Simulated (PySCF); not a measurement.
# Correlation energy of V⁺ (vanadium, charge +1)

Starting occupation: [Ar] 3d4, 3d3/2 with m_j = -3/2, -1/2, +1/2, +3/2. Calculation: PySCF 2.14, in x2c-TZVPall-2c with one added diffuse shell each of s, p, d type (7s8p5d1f, 63 functions); X2C-1e with screened-nucleus spin-orbit coupling, Gaussian nucleus. Frozen: [Ne]; 12 electrons correlated; the 6 highest virtual spinors left out.

MP2 pair energies summed by pair of shells (mhartree):

```
 pair   energy  share (%)
3d-3p  -109.36       38.4
3p-3p   -90.63       31.8
3d-3d   -37.81       13.3
3p-3s   -25.75        9.0
3d-3s   -16.98        6.0
3s-3s    -4.47        1.6
```

Total MP2 correlation energy: -285.00 mhartree.

The GHF reference relaxed away from the jj start to a determinant that is no pure jj level (⟨S²⟩ = 6.00, ⟨J²⟩ = 3.96); the energies belong to that determinant.

This basis was not built for core-valence correlation, so the inner-shell part is incomplete.
